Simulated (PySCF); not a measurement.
Radial density of Co²⁺ (cobalt, charge +2)

r2SCAN0, [Ar] 3d6 4s1, high-spin 6D determinant (an excited configuration). Computed with PySCF 2.14 in x2c-QZVPPall (11s7p5d4f2g, 103 functions), with scalar relativity by spin-free X2C-1e.

```tsv
r (bohr)	4πr²ρ (e/bohr)	4πr²(ρα − ρβ)
0.00119	0.3152	0.0002
0.00199	0.7985	0.0005
0.00335	1.971	0.0012
0.00564	4.653	0.0029
0.00949	10.16	0.0062
0.0160	19.41	0.0113
0.0268	29.68	0.0146
0.0452	32.15	0.0074
0.0759	25.92	0.0022
0.128	31.39	0.1086
0.215	34.37	0.6259
0.361	15.63	2.3161
0.608	18.16	4.3135
1.02	10.56	2.8819
1.72	1.957	1.1444
2.89	0.3890	0.3611
4.87	0.01090	0.0107
8.18	6.483e-05	0.0001
```

Densities and radii are taken from the X2C orbitals without a picture-change correction, which distorts them close to the nucleus.
